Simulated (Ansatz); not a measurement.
Geometry optimisation, RKS PBE0/6-31G* in Ansatz.

The input (input.yaml):

```yaml
crystal:
  periodic: [false, false, false]
  atoms:
    - { symbol: C, position_ang: [-1.5668, -0.5349, 1.1316] }
    - { symbol: Al, position_ang: [0.1504, -0.0479, 0.3246] }
    - { symbol: "N", position_ang: [1.7174, -0.2914, 1.3312] }
    - { symbol: Si, position_ang: [0.3522, 0.7944, -1.8824] }
    - { symbol: F, position_ang: [-0.5904, 2.2166, -2.0033] }
    - { symbol: H, position_ang: [-2.1077, -1.2571, 0.5059] }
    - { symbol: H, position_ang: [-1.4455, -0.8615, 2.1584] }
    - { symbol: H, position_ang: [-2.2115, 0.4366, 1.1314] }
    - { symbol: H, position_ang: [1.8263, -1.298, 1.5895] }
    - { symbol: H, position_ang: [2.5515, -0.047, 0.7422] }
    - { symbol: H, position_ang: [-0.3029, -0.2049, -2.784] }
    - { symbol: H, position_ang: [1.704, 1.04, -2.211] }
basis:
  gaussian: { orbitals: "6-31G*" }
hamiltonian:
  xc: pbe0
relax:
  f_tol: 0.02
  max_steps: 50
```

Run as:

```bash
$ ansatz run input.yaml --threads 2 --pin off --max-ram 3072MiB --backend cpu --events-out ev --progress --plain --runs-dir out
```

Question: Where does it end, and by what steps?

Answer: The forces met the threshold. After 10 steps the energy has fallen by 0.710 eV; H9 moved furthest, 0.56 Å.

| step | energy less start (eV) | largest force component (eV/Å) | accepted |
| --- | --- | --- | --- |
| 0 | 0.0000 | 3.090 | yes |
| 1 | -0.4101 | 1.300 | yes |
| 2 | -0.5585 | 1.357 | yes |
| 3 | -0.6189 | 1.528 | yes |
| 4 | -0.6939 | 0.556 | yes |
| 5 | -0.6807 | 0.356 | no |
| 6 | -0.7074 | 0.097 | yes |
| 7 | -0.7079 | 0.160 | yes |
| 8 | -0.7093 | 0.055 | yes |
| 9 | -0.7096 | 0.032 | yes |
| 10 | -0.7099 | 0.018 | yes |

```xyz
12
Properties=species:S:1:pos:R:3
C -1.576 -0.538 1.199
Al 0.114 -0.116 0.298
N 1.662 -0.505 1.091
Si 0.315 0.864 -1.956
F -0.533 2.248 -2.082
H -2.129 -1.315 0.654
H -1.422 -0.900 2.222
H -2.234 0.338 1.250
H 1.752 -0.935 2.003
H 2.578 -0.316 0.707
H -0.185 -0.054 -3.029
H 1.735 1.172 -2.323
```

Whether the end is a true minimum wasn't checked by a vibrational analysis.

The run took 37 s on 2 threads of Arm Neoverse V2 (shared host), peak memory 0.21 GiB.
